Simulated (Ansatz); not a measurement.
SnTe, closed-shell singlet (the spin of the measured ground state), most abundant isotopes (119.9022 and 129.9062 u). Constants from fifth-degree fits in 1/R to seven points on the lowest solution found; no spin–orbit coupling, no relativity up to Kr; ω_e x_e and α_e move by some per cent with the fit.

Correlated levels freeze the inner cores; with def2 sets outer-core shells near the valence are correlated too. CBS: X⁻³ extrapolation of the correlation energy, Hartree–Fock from the larger set.

Programs: Ansatz (Gaussian basis) for Hartree–Fock, density functionals and correlated methods.  In def2 rows elements past Kr take small-core potentials, without spin–orbit coupling.

At CCSD(T)/CBS(def2-TZVPP, def2-QZVPP): B₀ = 0.042621 cm⁻¹, fundamental 264 cm⁻¹.

**Question.** Taking the state as ¹Σ, work out the ideal-gas entropy and heat capacity at 298.15 K and 1 bar (rigid rotor, harmonic oscillator at the fundamental, no nuclear spin).

**Answer.** 
Translation: S = R(1.5 ln M + 2.5 ln T − 1.1517) with M = 249.808 u gives 177.71 J/(mol K). Rotation: q = kT/(σhcB₀) = 4862.0 with σ = 1 and hc/k = 1.43878 cm K, S = R(ln q + 1) = 78.90. Vibration: u = hcν/kT = 1.276, S = R(u/(eᵘ − 1) − ln(1 − e⁻ᵘ)) = 6.83. Sum S° = 263.4 J/(mol K). C_p = 7R/2 + R u² eᵘ/(eᵘ − 1)² = 36.37 J/(mol K).

Ansatz is an electronic-structure program.
